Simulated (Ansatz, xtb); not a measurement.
**Isomers of H4SSe2Si in order of energy**

6 gas-phase structures of H4SSe2Si, from a drawn sample of its isomers (lower ones may exist). Each was relaxed with GFN2-xTB; where two conformers were screened, the lower at r2SCAN-D4/def2-SVP is listed:

A. `[SiH3][Se][Se]S`, a singlet
B. `[SiH3][Se]S[SeH]`, a singlet
C. `S[Se][SiH2][SeH]`, a singlet
D. `S[SiH2][Se][SeH]`, a singlet
E. `[SiH3]S[Se][SeH]`, a singlet
F. `[SeH][SiH2]S[SeH]`, a singlet

**Question.** Estimate their order in r2SCAN-D4/def2-SVP energy at these geometries, lowest first.

**Answer.** Calculated order at r2SCAN-D4/def2-SVP: D (0.0), C (22.7), F (32.7), A (61.9), E (68.0), B (91.5) kJ/mol.

Energies above the lowest of each column, in kJ/mol; the last columns are at PBE0-D3(BJ)/def2-SVP geometries and were run for some of them only (a dash: not run or not comparable):

| structure | GFN2-xTB | HF/STO-3G | r2SCAN-D4/def2-SVP | PBE0-D3(BJ)/def2-SVP | CCSD(T)/def2-SVP + ΔMP2/def2-TZVPP |
| --- | --- | --- | --- | --- | --- |
| D | 17.4 | 0.0 | 0.0 | 0.0 | 0.0 |
| C | 31.7 | 3.3 | 22.7 | 25.7 | 21.5 |
| F | 44.7 | 32.7 | 32.7 | 27.7 | – |
| A | 0.0 | 20.5 | 61.9 | – | – |
| E | 3.9 | 51.6 | 68.0 | – | – |
| B | 34.0 | 54.7 | 91.5 | – | – |

CCSD(T)/def2-SVP + ΔMP2/def2-TZVPP puts D lowest of those it was run on; GFN2-xTB picks A. Flexible structures stand in one conformer each, not always the lowest. Frequencies (PBE0-D3(BJ)/def2-SVP) were run for C, D alone. ΔMP2 is the change of the MP2 energy from the smaller to the larger basis.

Over these structures GFN2-xTB departs from r2SCAN-D4/def2-SVP by 37.0 kJ/mol on average once a common shift is removed. A GFN2-xTB relaxation took about 1.1 s and the r2SCAN-D4/def2-SVP energy about 8.7 s on a shared host (Ansatz 0.2.0, xtb 6.7.1).
